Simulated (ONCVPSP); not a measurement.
## What one change does to a pseudopotential (Os, ONCV)

ONCVPSP 4.0.1 input, shortened (lines: element, Z, core and valence counts, functional; n l f; lmax; l rc ep ncon nbas qcut; lloc lpopt rc5 dvloc0; l nproj debl; icmod fcfact rcfact), LDA (Perdew-Zunger), scalar-relativistic:

```
  Os 76.00   10    4        3      upf
    1    0    2.00
    2    0    2.00
    2    1    6.00
    3    0    2.00
    3    1    6.00
    3    2   10.00
    4    0    2.00
    4    1    6.00
    4    2   10.00
    4    3   14.00
    5    0    2.00
    5    1    6.00
    5    2    6.00
    6    0    2.00
    2
    0    1.50    0.00    4    7    9.30
    1    1.65    0.00    4    8    6.70
    2    2.30    0.00    4    9    7.60
    4    5    1.25    0.00
    0    2    1.10
    1    2    2.30
    2    1    2.00
    3    5.50    1.05
```

All-electron outer shells of the reference configuration (LDA (Perdew-Zunger), scalar-relativistic, ld1.x):

```
shell  level (eV)  outermost node (bohr)  outermost maximum (bohr)
   5s      -91.84                   0.51                      0.91
   4f      -52.30                      –                      0.40
   5p      -51.05                   0.55                      1.03
   5d       -6.46                   0.60                      1.36
   6s       -6.39                   1.20                      2.48
```

Change: p: qcut 9.6.

Cutoffs: the cutoffs (Ha) at which the residual kinetic energy of the hardest occupied pseudo-wave falls to 1 and 0.1 mHa per electron; they do not see the model core or the augmentation charge, which bear on the density cutoff. Errors are all-electron minus pseudo energies relative to the spin-unpolarised reference configuration.

Q: What does the change do?

A: The potential gets neither clearly harder nor softer (29 Ha and 34 Ha → 29 Ha and 34 Ha); the s channel sets the loose cutoff, while the largest relative change is in p, which becomes harder; of the 4 tests that both files solve, the error grows in 1 and shrinks in 0 by more than 15 % and 0.3 meV (median size 5.2 → 5.3 meV); neither file shows a bound ghost.

| quantity | base | changed |
| --- | --- | --- |
| cutoff, loose | 29 Ha | 29 Ha |
| cutoff, tight | 34 Ha | 34 Ha |
| loose cutoff by channel | s 29 Ha, p 12 Ha, d 17 Ha | s 29 Ha, p 27 Ha, d 17 Ha |
| bound ghosts | none | none |
| GHOST(+) flags under 300 eV | s at 271.9 eV | s at 271.9 eV |
| error for 5s2 5p6 5d6 6s1, meV [ΔE 9.86 eV] | -3.0 | -3.0 |
| error for 5s2 5p6 5d6 6s0, meV [ΔE 27.15 eV] | -7.5 | -7.6 |
| error for 5s2 5p6 5d5 6s0, meV [ΔE 56.30 eV] | -10 | -11 |
| error for 5s2 5p6 5d6 6s0 6p2, meV [ΔE 10.63 eV] | -1.3 | -1.6 |
| s: phases at 1.52 bohr within 0.05 rad from the reference energy up to (Ha; the scan ends near 5) | to the end of the scan | to the end of the scan |
| p: phases at 1.68 bohr within 0.05 rad from the reference energy up to (Ha; the scan ends near 5) | to the end of the scan | to the end of the scan |
| d: phases at 2.33 bohr within 0.05 rad from the reference energy up to (Ha; the scan ends near 5) | 1.4 | 1.4 |
| rms error of d²Exc/dni dnj with the model core, mHa | 3.83 | 3.84 |
